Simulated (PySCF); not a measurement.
How methods differ on the ionisation energy of Pb

Pb [Xe] 4f14 5d10 6s2 6p2 (3P) → Pb⁺ [Xe] 4f14 5d10 6s2 6p1 (2P), as a difference of total energies. All numbers are calculated (PySCF 2.14, a scalar-relativistic core potential, in aug-cc-pVTZ-PP with ECP60MDF). Correlated levels: valence: 5s2 5p6 5d10 frozen. The calculations carry no spin-orbit coupling.

```
           method  ionisation energy (eV)
              UHF                   6.567
              LDA                   7.163
              PBE                   6.980
             PBE0                   7.017
           r2SCAN                   7.095
            wB97X                   6.764
            B97-3                   6.795
           M06-2X                   6.947
             BLYP                   6.829
    MP2 (valence)                   6.832
SCS-MP2 (valence)                   6.769
```

**Question.** How much does correlation contribute at MP2 (valence)?

**Answer.** 6.832 − (6.567) = 0.265 eV, measured against UHF.

Spin-orbit coupling is strong in these open shells (close to jj coupling). The scalar numbers leave it out and a first-order estimate fails, so it can dominate the gap to the real levels.

Errors of the correlated levels include the incompleteness of this basis and the frozen core.

For comparison: 7.417 eV (measured; NIST Atomic Spectra Database, ionization energies).
